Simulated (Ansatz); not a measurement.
C$_{3}$H$_{5}$FSn (`C#C[CH](F)[SnH3]`), relaxed with RKS PBE0-D4/def2-TZVP in Ansatz 0.2.0 from a PBE-D4/def2-SVP geometry. The force threshold is 0.005 eV/Å; the program also tests the step.

Charge 0, multiplicity 1. Sn: def2 effective core potential.

Start:

```xyz
10

C    -1.948    1.516   -0.203
C    -1.320    0.465   -0.243
C    -0.528   -0.745   -0.273
F    -0.980   -1.704    0.641
Sn    1.577   -0.273    0.276
H    -2.509    2.440   -0.172
H    -0.539   -1.199   -1.288
H     2.483   -1.744    0.234
H     1.539    0.374    1.872
H     2.226    0.871   -0.845
```

| step | energy (eV) | largest force (eV/Å) | largest move (Å) |
| --- | --- | --- | --- |
| 1 | -11733.7092 | 1.514 | 0.000 |
| 2 | -11733.7658 | 0.212 | 0.069 |
| 3 | -11733.7714 | 0.069 | 0.023 |
| 4 | -11733.7715 | 0.028 | 0.010 |
| 5 (rejected) | -11733.7715 | 0.057 | 0.004 |
| 6 | -11733.7717 | 0.015 | 0.002 |
| 7 | -11733.7718 | 0.007 | 0.009 |
| 8 | -11733.7718 | 0.015 | 0.011 |
| 9 | -11733.7718 | 0.009 | 0.012 |
| 10 | -11733.7719 | 0.007 | 0.013 |
| 11 | -11733.7719 | 0.007 | 0.004 |
| 12 | -11733.7719 | 0.006 | 0.003 |
| 13 | -11733.7719 | 0.004 | 0.000 |

End:

```xyz
10

C    -1.924    1.494   -0.182
C    -1.308    0.463   -0.231
C    -0.507   -0.732   -0.280
F    -0.993   -1.705    0.589
Sn    1.561   -0.272    0.285
H    -2.482    2.399   -0.143
H    -0.513   -1.157   -1.287
H     2.446   -1.730    0.276
H     1.531    0.423    1.837
H     2.190    0.818   -0.865
```

It took 19 s on 4 threads of an AMD EPYC 9R45 on a shared host, with 0.57 GiB of host memory at the peak.
